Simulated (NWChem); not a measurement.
# WH$_{5}$Cl; SMILES [Cl][WH5]

```xyz
7

W     -0.2236    -0.0879    -0.1527
Cl     0.8203    -0.4437     1.9610
H     -0.2328     1.3252     0.7071
H      0.6359    -0.1434    -1.6231
H      1.1937     0.7627    -0.0921
H     -1.6852     0.7718    -0.3227
H     -0.5083    -1.6436     0.4341
```
Atoms are numbered in this order, from 1.

Level: PBE0/def2-SVP with def2 effective core potentials on W (NWChem), optimised geometry, unscaled harmonic frequencies. def2 effective core potentials on W; no spin-orbit coupling.

| frequency (cm⁻¹) | IR intensity (km/mol) |
|---|---|
| 327 | 29.9 |
| 363 | 9.6 |
| 467 | 12.1 |
| 622 | 17.1 |
| 659 | 68.3 |
| 840 | 36.6 |
| 865 | 51.2 |
| 893 | 97.2 |
| 997 | 51.9 |
| 1078 | 10.1 |
| 2031 | 158.6 |
| 2042 | 208.6 |
| 2070 | 98.7 |
| 2155 | 18.0 |
| 2160 | 28.1 |

| Quantity | Value |
|---|---|
| zero-point energy | 25.1 kcal/mol |
| thermal correction to the enthalpy at 298.15 K (with zero-point energy) | 28.4 kcal/mol |
| heat capacity Cv | 14.7 cal/(mol K) |
| entropy at 298.15 K and 1 atm (symmetry number 1) | 70.9 cal/(mol K) |

Rigid rotor and harmonic oscillator.
